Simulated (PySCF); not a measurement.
## Deuteron quadrupole couplings in `CCc1ccpc(C)c1`

Compound: C8H11P.
Atom-mapped SMILES: `[CH3:1][CH2:2][c:3]1[cH:4][cH:5][p:6][c:7]([CH3:8])[cH:9]1` (hydrogens: H10, H11, H12 on C1; H13, H14 on C2; H15 on C4; H16 on C5; H17, H18, H19 on C8; H20 on C9)

Structure used (PBE0-D3(BJ)/def2-SVP), in Å, numbered top down from 1:
```
atom  x, y, z in Å
C1    -2.149   -1.307    0.576
C2    -1.599   -0.691   -0.708
C3    -0.318    0.068   -0.480
C4    -0.370    1.416   -0.100
C5     0.753    2.182    0.180
P6     2.398    1.628    0.115
C7     2.164   -0.035   -0.369
C8     3.389   -0.891   -0.547
C9     0.907   -0.596   -0.599
H10   -2.347   -0.533    1.333
H11   -1.430   -2.018    1.011
H12   -3.090   -1.847    0.388
H13   -2.352   -0.013   -1.143
H14   -1.427   -1.484   -1.453
H15   -1.358    1.886   -0.026
H16    0.601    3.229    0.464
H17    4.312   -0.335   -0.323
H18    3.356   -1.771    0.115
H19    3.464   -1.262   -1.582
H20    0.873   -1.650   -0.903
```

Level: PBE0/pcSseg-1 (PySCF, non-relativistic); Q(2H) = 0.00286 b; rigid geometry, the same for H and D, with no vibrational averaging.

Task: What are Vzz, η and χzz (234.96 MHz × Q × Vzz) at all hydrogens?

Result: 
```json
{"atom": "H10", "bonded to": "C1", "bond length (Å)": "1.101", "Vzz (au)": "0.2904", "η": "0.03", "χzz (kHz)": "195"}
{"atom": "H11", "bonded to": "C1", "bond length (Å)": "1.101", "Vzz (au)": "0.2906", "η": "0.03", "χzz (kHz)": "195"}
{"atom": "H12", "bonded to": "C1", "bond length (Å)": "1.101", "Vzz (au)": "0.2922", "η": "0.02", "χzz (kHz)": "196"}
{"atom": "H13", "bonded to": "C2", "bond length (Å)": "1.102", "Vzz (au)": "0.2849", "η": "0.02", "χzz (kHz)": "191"}
{"atom": "H14", "bonded to": "C2", "bond length (Å)": "1.102", "Vzz (au)": "0.2852", "η": "0.02", "χzz (kHz)": "192"}
{"atom": "H15", "bonded to": "C4", "bond length (Å)": "1.096", "Vzz (au)": "0.2969", "η": "0.07", "χzz (kHz)": "199"}
{"atom": "H16", "bonded to": "C5", "bond length (Å)": "1.096", "Vzz (au)": "0.3009", "η": "0.06", "χzz (kHz)": "202"}
{"atom": "H17", "bonded to": "C8", "bond length (Å)": "1.100", "Vzz (au)": "0.2896", "η": "0.04", "χzz (kHz)": "195"}
{"atom": "H18", "bonded to": "C8", "bond length (Å)": "1.102", "Vzz (au)": "0.2893", "η": "0.03", "χzz (kHz)": "194"}
{"atom": "H19", "bonded to": "C8", "bond length (Å)": "1.102", "Vzz (au)": "0.2891", "η": "0.03", "χzz (kHz)": "194"}
{"atom": "H20", "bonded to": "C9", "bond length (Å)": "1.098", "Vzz (au)": "0.2924", "η": "0.08", "χzz (kHz)": "197"}
```

Task: Give the 2H NMR doublet splittings at H19 for a magnetic field along the z, y and x axes of the gradient: 3χ/2, 3χ(1 + η)/4, 3χ(1 − η)/4.

Result: With |χ| = 194.3 kHz and η = 0.025: 291, 149 and 142 kHz, to first order and without motion.

Geometry: PBE0-D3(BJ)/def2-SVP, one conformer, isolated molecule. The small basis limits the accuracy of the gradients.

These values come from a run that also computed NMR shieldings. The run took 37 s of wall time on Arm Neoverse V1, one thread (shared host), and the process peaked at 1.1 GiB of memory.
